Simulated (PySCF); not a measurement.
A species of formula C8H9PS has this rotational fingerprint, computed with PBE0/pcSseg-1 in PySCF (dipole) on a GFN2-xTB geometry, gas phase:

```
Rotational constants : A = 1586, B = 588.1, C = 474.5 MHz
Dipole components    : |μa| = 0.96 D, |μb| = 0.82 D, |μc| = 1.16 D
Inertial defect      : -112.86 u·Å²
κ                    : -0.80
```

Question: Which structure is it? (One computed conformer of each.)
A. `[CH2:1]=[CH:2]/[C:3]([CH3:4])=[P:5]\[c:6]1[cH:7][cH:8][s:9][cH:10]1` with C1–C2–C3–C4 12°, C3–P5–C6–C7 -133°
B. `[S:1]=[PH:2]1[CH2:3][c:4]2[cH:5][cH:6][cH:7][cH:8][c:9]2[CH2:10]1` with S1–P2–C3–C4 155°, P2–C3–C4–C5 159°, C8–C9–C10–P2 -159°, S1–P2–C10–C9 -155°
C. `[CH2:1]=[CH:2][c:3]1[p:4][c:5]([CH:6]2[CH2:7][CH2:8]2)[cH:9][s:10]1` with C1–C2–C3–P4 -179°, P4–C5–C6–C7 -148°
D. `[CH:1]1=[CH:2][CH2:3][P:4]([c:5]2[cH:6][cH:7][cH:8][s:9]2)[CH2:10]1` with C3–P4–C5–C6 -134°, C1–C2–C3–P4 -13°, C2–C3–P4–C5 -82°, C3–P4–C10–C1 -16°, C2–C1–C10–P4 13°
E. `[CH3:1][C:2]#[C:3][P:4]([CH3:5])[c:6]1[cH:7][cH:8][s:9][cH:10]1` with C3–P4–C6–C7 56°
F. `[S:1]=[P@@H:2]1[CH2:3][CH2:4][c:5]2[cH:6][cH:7][cH:8][cH:9][c:10]21` with S1–P2–C3–C4 -152°, P2–C3–C4–C5 30°, C3–C4–C5–C6 159°, S1–P2–C10–C9 -36°

Answer: E. It is CC#CP(C)c1ccsc1, an asymmetric top, point group C1. The candidates at the same level (rigid rotor, commonest isotopes):

| SMILES | A (MHz) | B (MHz) | C (MHz) | μa (D) | μb (D) | μc (D) | Δ (u·Å²) | point group | rotor |
| --- | --- | --- | --- | --- | --- | --- | --- | --- | --- |
| C=C/C(C)=P\c1ccsc1 | 1982 | 587.8 | 486.5 | 0.23 | 1.09 | 0.42 | -75.84 | C1 | asymmetric top |
| S=[P@@H]1CCc2ccccc21 | 1869 | 770.7 | 569.6 | 4.04 | 2.76 | 1.00 | -38.97 | C1 | asymmetric top |
| CC#CP(C)c1ccsc1 | 1586 | 588.1 | 474.5 | 0.96 | 0.82 | 1.16 | -112.86 | C1 | asymmetric top |
| S=[PH]1Cc2ccccc2C1 | 3232 | 557.1 | 487.1 | 4.63 | 0.00 | 0.62 | -26.07 | Cs | near-prolate asymmetric top |
| C=Cc1pc(C2CC2)cs1 | 2712 | 580.4 | 496.8 | 0.90 | 0.90 | 0.05 | -39.77 | near Cs | near-prolate asymmetric top |
| C1=CCP(c2cccs2)C1 | 2058 | 811.6 | 697.1 | 0.10 | 0.79 | 0.00 | -143.32 | Cs | asymmetric top |

`S=[P@@H]1CCc2ccccc21` has B 31 % too high; `C=Cc1pc(C2CC2)cs1` has A 71 % too high; `S=[PH]1Cc2ccccc2C1` has A 104 % too high; `C1=CCP(c2cccs2)C1` has C 47 % too high; `C=C/C(C)=P\c1ccsc1` has A 25 % too high. No structure here is proved a minimum.
